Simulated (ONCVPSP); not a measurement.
Pseudopotential generation for Lu: ONCV, LDA (Perdew-Zunger), scalar-relativistic.

- Element: Lu (Z = 71)
- Generator: ONCVPSP 4.0.1
- Type: optimised norm-conserving Vanderbilt (ONCV)
- Functional: LDA (Perdew-Zunger)
- Relativity: scalar-relativistic
- Frozen core: [Kr] 4d10 4f14
- Valence charge: 11
- Reference configuration: 5s2 5p6 5d2 6s1
- Partial waves: 5s+6s: rc 2.25 bohr, ncon 4, nbas 7, qcut 5.4 1/bohr, 2 projectors; 5p: rc 1.90 bohr, ncon 4, nbas 8, qcut 7.5 1/bohr, 1 projector; 5d: rc 2.90 bohr, ncon 5, nbas 9, qcut 6.6 1/bohr, 2 projectors, debl 4 Ha; f scattering state at 0.02 Ha: rc 2.45 bohr, ncon 4, nbas 9, qcut 4.1 1/bohr, 2 projectors, debl 2.9 Ha
- Local potential: polynomial inside 1.55 bohr (lpopt 5, dvloc0 1 Ha)
- Core correction: polynomial model core, fcfact 0.55

All-electron outer shells of the reference configuration (LDA (Perdew-Zunger), scalar-relativistic, ld1.x):

```json
{"shell": "5s", "level (eV)": "-60.16", "outermost node (bohr)": "0.57", "outermost maximum (bohr)": "1.04"}
{"shell": "5p", "level (eV)": "-30.83", "outermost node (bohr)": "0.61", "outermost maximum (bohr)": "1.19"}
{"shell": "4f", "level (eV)": "-8.82", "outermost node (bohr)": "–", "outermost maximum (bohr)": "0.47"}
{"shell": "6s", "level (eV)": "-4.59", "outermost node (bohr)": "1.42", "outermost maximum (bohr)": "3.08"}
{"shell": "5d", "level (eV)": "-1.49", "outermost node (bohr)": "0.68", "outermost maximum (bohr)": "1.92"}
```

Task: Estimate the cutoffs (Ha) at which the residual kinetic energy of the hardest occupied pseudo-wave falls to 1 and 0.1 mHa per electron.

Result: 16 Ha and 21 Ha. The cutoffs count occupied waves only; projector 2 of the f channel, the hardest unoccupied one, needs 91 Ha at the loose tolerance.

Task: Does the potential have ghost states?

Result: No bound ghost flagged; GHOST(+) flagged for f at 340.6 eV.

Task: Which valence shell sets the plane-wave cutoff?

Result: 5p: 16 Ha for 1 mHa per electron, against 10 Ha for 5d.

Its largest configuration-test error is -48 meV (5s2 5p6 5d0 6s2). 1 of 4 tests not solved or not reliable.
